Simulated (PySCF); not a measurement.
**How methods differ on the excitation energy of Ba⁺**

Ba⁺ [Xe] 6s1 (2S) → Ba⁺ [Xe] 5d1 (2D), as a difference of total energies. All numbers are calculated (PySCF 2.14, a scalar-relativistic core potential, in def2-QZVPPD with the def2 core potential (46 electrons) (7s5p3d2f1g, 60 functions)). Correlated levels: valence and next inner shell: nothing frozen outside the core potential. The calculations carry no spin-orbit coupling.

```csv
method,excitation energy (eV),error (eV)
UHF,0.764,+0.100
MP2 (valence and next inner shell),0.863,+0.199
SCS-MP2 (valence and next inner shell),0.818,+0.154
CCSD (valence and next inner shell),0.755,+0.091
CCSD(T) (valence and next inner shell),0.763,+0.099
```

Reference: 0.664 eV (measured; NIST levels, between the centres of gravity of the two terms).

Errors of the correlated levels include the incompleteness of this basis.
